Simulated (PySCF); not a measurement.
Excitations are Tamm–Dancoff values on a coarser integration grid. The basis has no diffuse functions, so Rydberg states are missing or too high.

Z-matrix (Å, degrees):
```
B
O 1 1.3617
H 2 0.9619 1 111.72
O 1 1.3724 2 116.95 3 0.16
H 4 0.9582 1 113.36 2 179.91
C 1 1.5709 2 119.85 3 -179.53
H 6 1.0902 1 111.94 2 -5.02
H 6 1.0946 7 108.16 1 123.18
H 6 1.0952 7 107.81 8 114.82
```
Charge 0, spin multiplicity 1.

Question: Estimate the T1 excitation (TDA), dipole moment, total energy, S1–T1 gap (TDA) and brightest of the four lowest singlets (TDA) that PySCF with PBE-D3(BJ)/def2-TZVP // PBE0-D3(BJ)/def2-TZVP returns for this input.

Answer: 
The T1 excitation (TDA) is 7.21 eV. The dipole moment comes out as 1.48 D, the total energy is -5887.70 eV and the S1–T1 gap (TDA) is 0.19 eV. The brightest of the four lowest singlets (TDA) comes out as 7.69 eV.
